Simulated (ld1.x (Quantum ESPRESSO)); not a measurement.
**Sb, ultrasoft: configuration errors across variants**

- Element: Sb
- Generator: ld1.x (Quantum ESPRESSO) 7.5
- Type: ultrasoft
- Functional: LDA (PZ)
- Relativity: fully relativistic
- Frozen core: [Ar] 3d10
- Valence charge: 23
- Reference configuration: 4s2 4p6 4d10 5s2 5p3
- Partial waves: 4s (bound): rcut 1.05, rcutus 1.15 bohr; 5s (bound): rcut 1.05, rcutus 1.15 bohr; 4p (bound): rcut 1.10, rcutus 1.25 bohr; 5p (bound): rcut 1.10, rcutus 1.25 bohr; 4d (bound): rcut 0.70, rcutus 0.95 bohr; 4d channel at -2.15 Ry: rcut 0.70, rcutus 0.95 bohr
- Local potential: all-electron potential smoothed inside 1.20 bohr (lloc = -1)
- Core correction: none
- Augmentation charge: built from norm-conserving waves at rcut, not smoothed further

Open shells are filled in proportion to 2j + 1 (rel_dist='average').

All-electron excitation energies from the reference (eV): (1) 4s2 4p6 4d10 5s2 5p2 8.538; (2) 4s2 4p6 4d10 5s2 5p1 24.813; (3) 4s2 4p6 4d10 5s2 5p0 49.625; (4) 4s2 4p6 4d10 5s1 5p3 17.328; (5) 4s2 4p6 4d9 5s2 5p3 40.771; (6) 4s2 4p6 4d10 5s1 5p0 94.438; (7) 4s2 4p6 4d9 5s2 5p4 30.959.

The overlap operator is not positive definite (basis up to 400 Ry) in “augmentation PSQ, inside the norm-conserving radii”. Such files are unfit for use, however small their errors in these radial tests.

6 further variants failed, have other tests or another functional or relativity, and are left out.

The file “base” misses its own reference levels by 2.2 eV. The file “wave 4d channel at -2.15 Ry: rcut 0.70, rcutus 0.95 bohr becomes 4d channel at 3.1 Ry: rcut 0.70, rcutus 0.95 bohr” misses its own reference levels by 2.2 eV. The file “waves 4s (bound): rcut 1.05, rcutus 1.28 bohr; 5s (bound): rcut 1.05, rcutus 1.28 bohr” misses its own reference levels by 4.9 eV. The file “core correction a·sin(br)/r model core inside 0.86 bohr” misses its own reference levels by 2.2 eV.

Errors AE − PS in meV (a dash: test not solved or not reliable):

| change | (1) | (2) | (3) | (4) | (5) | (6) | (7) | bound ghosts |
| --- | --- | --- | --- | --- | --- | --- | --- | --- |
| base | +771 | +2310 | +4800 | +740 | -1623 | +7570 | -2616 | not determined |
| wave 4d channel at -2.15 Ry: rcut 0.70, rcutus 0.95 bohr becomes 4d channel at 3.1 Ry: rcut 0.70, rcutus 0.95 bohr | +771 | +2310 | +4800 | +740 | -1624 | +7570 | -2618 | not determined |
| augmentation PSQ, inside the norm-conserving radii | -0.4 | -3.6 | -16 | -4.8 | +6.1 | -2.1 | -1.8 | not determined (overlap not positive) |
| waves 4s (bound): rcut 1.05, rcutus 1.28 bohr; 5s (bound): rcut 1.05, rcutus 1.28 bohr | +363 | +1297 | +2949 | +2262 | -4570 | +7742 | -4994 | not determined |
| core correction a·sin(br)/r model core inside 0.86 bohr | +769 | +2305 | +4789 | +743 | -1649 | +7569 | -2637 | not determined |

(1) Give the same row for: waves 4d (bound): rcut 0.70, rcutus 0.92 bohr; 4d channel at -2.15 Ry: rcut 0.70, rcutus 0.92 bohr.

Results:

(1) +771, +2310, +4800, +740, -1617, +7570, -2610; bound ghosts: not determined.
